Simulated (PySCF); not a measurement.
This PySCF input asks for the NMR shieldings of `CN([SiH3])[SiH2]/N=C/CC#N`, C4H11N3Si2; the geometry comes from GFN2-xTB.

```python
import basis_set_exchange as bse
import numpy as np
from pyscf import gto, dft
from pyscf.prop import nmr

atoms = """
C    -2.113600   -0.517874    0.283924
N    -1.464634   -0.331672   -1.000887
Si   -2.320976   -0.974844   -2.363804
Si   -0.191630    0.841723   -1.080985
N     0.779707    0.509174    0.309929
C     1.998917    0.318254    0.474794
C     2.562644    0.056300    1.849109
C     3.548048    1.056361    2.172910
N     4.328011    1.855530    2.414819
H    -2.468718   -1.544983    0.379075
H    -1.413280   -0.312250    1.089807
H    -2.973844    0.149235    0.394776
H    -1.452663   -0.827965   -3.524305
H    -2.601276   -2.382920   -2.060837
H    -3.591488   -0.264162   -2.568027
H    -0.634807    2.218591   -0.840612
H     0.447341    0.675361   -2.383343
H     2.746128    0.331809   -0.328690
H     3.049851   -0.923941    1.862536
H     1.761122    0.078952    2.591323
"""
names = dict.fromkeys(["C", "N", "Si", "H"], "pcSseg-1")
basis = {el: gto.basis.parse(bse.get_basis(n, elements=[el], fmt="nwchem")) for el, n in names.items()}
mol = gto.M(atom=atoms, basis=basis, charge=0, verbose=0)
mf = dft.RKS(mol, xc="PBE0")
mf.grids.level = 2
mf.grids.alignment = dft.numint.BLKSIZE   # the property module wants whole blocks of grid points
mf.conv_tol = 1e-9
mf.kernel()

calc = nmr.RKS(mf)   # GIAO
C = mf.mo_coeff
Co = C[:, mf.mo_occ > 0]
resp = mf.gen_response(singlet=True, hermi=2)
def vind(x):   # induced exchange potential for any number of trial vectors
    d = np.einsum("pi,xij,qj->xpq", C, 2 * x.reshape(-1, C.shape[1], Co.shape[1]), Co, optimize=True)
    return np.einsum("xpq,pi,qj->xij", resp(d - d.transpose(0, 2, 1)), C, Co, optimize=True).ravel()
mo1, _ = nmr.rhf.solve_mo1(calc, with_cphf=vind)
sigma = calc.kernel(mo1)
for i, s in enumerate(sigma):   # ppm
    print("%2d %-2s %9.2f" % (i, mol.atom_pure_symbol(i), np.trace(s) / 3))
```

**Question.** What are the results?

**Answer.** 
```
 0 C     153.46
 1 N     253.51
 2 Si    398.35
 3 Si    383.19
 4 N    -129.13
 5 C      20.17
 6 C     153.99
 7 C      67.99
 8 N     -41.21
 9 H      29.22
10 H      27.72
11 H      28.96
12 H      27.02
13 H      27.11
14 H      27.02
15 H      26.44
16 H      26.67
17 H      23.20
18 H      28.36
19 H      28.58
```

These numbers come from an equivalent density-fitted implementation of the same equations, which agrees with the script to about 0.01 ppm for H and up to a few tenths of a ppm for heavy atoms, so last digits may differ.

**Question.** Turn these shieldings into chemical shifts. References, each an isolated molecule treated in the same way: 13C (186.93 ppm) and 29Si (349.16 ppm) and 1H (31.72 ppm) against TMS; NH3 for 15N (267.73 ppm).

**Answer.** Averaging equivalent atoms: C 5: 166.8; C 7: 118.9; C 0: 33.5; C 6: 32.9; N 4: 396.9; N 8: 308.9; N 1: 14.2; Si 3: -34.0; Si 2: -49.2; H 17: 8.52; H 15/16: 5.16; H 12/13/14: 4.67; H 18/19: 3.25; H 9/10/11: 3.08 ppm. Experimental scales use liquid or dissolved standards, which lie at an offset from isolated NH3 (liquid NH3: subtract about 20 ppm). Unscaled 15N shifts of sp2 nitrogen come out 20 to 40 ppm too high even then.

Size and cost of the density-fitted run: 222 basis functions, 100 s wall time on 1 thread of an Arm Neoverse N1, shared host; peak memory 0.97 GiB.
